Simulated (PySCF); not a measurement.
CH3F3OSi, SMILES O[SiH2]C(F)(F)F.

Coordinates come from a PBE-D3(BJ)/def2-SVP optimisation. Other conformers were not sampled.

Computed with PBE-D3(BJ)/def2-SVP (PySCF).

Frequencies are harmonic and unscaled.

Computed normal modes with their intensities:
```csv
mode,ν (cm⁻¹),IR (km/mol),moving atoms (share of kinetic energy)
1,64,2.5,"O 35 %, F 34 %, H 17 %, Si 13 %"
2,112,6.9,"F 41 %, O 33 %, H 19 %"
3,194,18.7,"F 60 %, H 24 %"
4,242,68.5,"H 61 %, F 27 %"
5,286,28.4,"F 39 %, O 31 %, H 15 %, Si 12 %"
6,403,45.1,"Si 56 %, F 34 %"
7,480,7.4,"F 80 %, H 13 %"
8,509,3.3,F 88 %
9,599,54.4,"H 62 %, F 18 %, Si 17 %"
10,699,34.0,H 94 %
11,713,4.0,"F 84 %, C 11 %"
12,806,86.2,"H 49 %, O 40 %, Si 10 %"
13,865,264.4,"H 85 %, Si 8 %"
14,882,39.8,"H 74 %, O 16 %, Si 9 %"
15,926,89.2,"H 59 %, Si 27 %, O 13 %"
16,1088,206.6,"C 73 %, F 26 %"
17,1109,205.8,"C 73 %, F 26 %"
18,1197,109.9,"C 75 %, F 20 %"
19,2173,99.8,H 97 %
20,2234,81.8,H 96 %
21,3765,93.5,H 94 %
```
